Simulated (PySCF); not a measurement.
## Working out the ionisation energy of Pt(2+)

Pt(2+) [Xe] 4f14 5d8 (3F) → Pt(3+) [Xe] 4f14 5d7 (4F). Calculation: PySCF 2.14, in def2-TZVPPD with the def2 core potential (60 electrons) (6s5p3d2f1g, 59 functions); a scalar-relativistic core potential. Frozen: 5s2 5p6. Energies in hartree (1 hartree = 27.21139 eV):

```json
{"part": "UHF", "Pt(2+) (lower)": "-117.499696", "Pt(3+) (upper)": "-116.427291"}
{"part": "CCSD correlation", "Pt(2+) (lower)": "-0.191126", "Pt(3+) (upper)": "-0.140363"}
{"part": "(T)", "Pt(2+) (lower)": "-0.005467", "Pt(3+) (upper)": "-0.002877"}
```

Question: What does Hartree-Fock give?

Answer: (-116.427291) − (-117.499696) = 1.072405 hartree = 29.182 eV.

Question: What do CCSD and CCSD(T) give?

Answer: The CCSD correlation energies differ by 0.050763 hartree = 1.381 eV and the triples by 0.002590 hartree = 0.070 eV, so CCSD gives 30.563 eV and CCSD(T) 30.633 eV.

Reference: 29 ± 1.6 eV (theoretical estimate listed by NIST; NIST Atomic Spectra Database, ionization energies), between the lowest levels; spin-orbit coupling is absent from the calculation.

What remains against the reference includes basis incompleteness, the frozen core and higher excitations.
